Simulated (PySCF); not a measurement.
# Static response to an electric field

C₅H₁₁OP.
Atom-mapped SMILES: `[CH2:1]=[CH:2][P:3]([CH3:4])[CH2:5][O:6][CH3:7]` (hydrogens: H8, H9 on C1; H10 on C2; H11, H12, H13 on C4; H14, H15 on C5; H16, H17, H18 on C7)

Structure used (GFN2-xTB), in Å, numbered top down from 1:
```
atom  x, y, z in Å
C1    -2.7576    1.0384   -0.3165
C2    -1.5054    0.9088    0.0874
P3    -0.9825   -0.3888    1.2604
C4     0.1824    0.6468    2.2593
C5     0.2932   -1.1913    0.1490
O6     1.1157   -0.2155   -0.4327
C7     2.0826   -0.7553   -1.2929
H8    -3.5338    0.3791    0.0371
H9    -3.0609    1.8046   -1.0136
H10   -0.7230    1.5695   -0.2669
H11    0.8942    1.1494    1.6081
H12   -0.3963    1.3811    2.8171
H13    0.7111    0.0089    2.9659
H14    0.8843   -1.9004    0.7518
H15   -0.2366   -1.7725   -0.6225
H16    2.7463   -1.4464   -0.7577
H17    1.6152   -1.2925   -2.1281
H18    2.6624    0.0823   -1.6769
```

Level: B3LYP/def2-SVPD (PySCF), static field, nuclei fixed, core orbitals frozen in the response. The polarisability tensor in these axes (au):

```
x   108.33  -9.23   3.11
y    -9.23  86.03  -0.03
z     3.11  -0.03  92.18
```

Problem. Give the principal values, the mean and the anisotropy Δα = √{½[(α1 − α2)² + (α2 − α3)² + (α1 − α3)²]}.

Solution. Principal values 82.59, 91.86 and 112.09 au; mean 95.51 au = 14.15 Å³ = 15.75 × 10⁻⁴⁰ C²·m²/J; Δα = 26.13 au (27 % of the mean).

Problem. What is the dipole moment, and where does it point?

Solution. (1.18, -0.30, -0.88) D, 1.50 D in size, pointing from the negative to the positive side. Measured along this direction, the outermost atoms are H8 at the negative end and H18 at the positive end.

Problem. Along which axes do the principal values lie, and how far do the nuclei extend along each?

Solution. Largest value along (0.93, -0.33, 0.15), where the nuclei span 6.53 Å; middle along (-0.10, 0.15, 0.98), 5.47 Å; least along (0.35, 0.93, -0.11), 2.90 Å. The response follows the extents in order.

Problem. Traceless (Buckingham) quadrupole moment about the centre of nuclear charge: eigenvalues?

Solution. -4.90, 0.18, 4.72 D·Å. The values depend on the origin, since the dipole doesn't vanish. The electronic extent ⟨r²⟩ about the same centre is 1132 bohr², a root-mean-square distance of 2.23 Å for the 64 electrons.

Problem. Find the Langevin capture rate constant for O2+ (31.990 u) meeting this molecule (118.055 u), k = 2.342 × 10⁻⁹ cm³/s × √(α in Å³ / reduced mass in u).

Solution. The reduced mass is 25.17 u, so k = 1.76 × 10⁻⁹ cm³/s. The formula leaves out the permanent dipole, which adds to the capture rate.

One conformer (not necessarily the lowest) at the GFN2-xTB geometry, without solvent, vibrations or thermal averaging.
